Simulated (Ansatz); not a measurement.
Consider the formal exchange of groups at a B–Si bond: `[SiH3]B([SiH3])[SiH3]` + `[AlH3]` → `[AlH2][B]([SiH3])[SiH3]` + SiH₄.

Isolated molecules relaxed with PBE0-D4/def2-TZVP in Ansatz; ΔE leaves out vibrations. CBS: MP2 limit from def2 TZ/QZ plus the TZ coupled-cluster correction, frozen cores. This one scheme is used for every species. Functionals use def2-TZVPP. B3LYP here is the variant with VWN-RPA as its local correlation; programs differ in this.

| level | ΔE (eV) |
| --- | --- |
| B3LYP | -0.08 |
| HF/def2-TZVPP | -0.07 |
| MP2/def2-TZVPP | -0.06 |
| SCS-MP2/def2-QZVPP | -0.06 |

What does CCSD(T)/CBS give? (Estimate.)

Computed: -0.07 eV. The listed levels differ from it by -0.01, 0.00, 0.01, 0.01 eV.

Largest T1 diagnostic among the species: 0.015.

The D4 term adds +0.04 eV with B3LYP and +0.02 eV with PBE0; it sums over pairs of atoms, weighted by their polarisabilities, and B3LYP, whose exchange is more repulsive, gets the larger term.
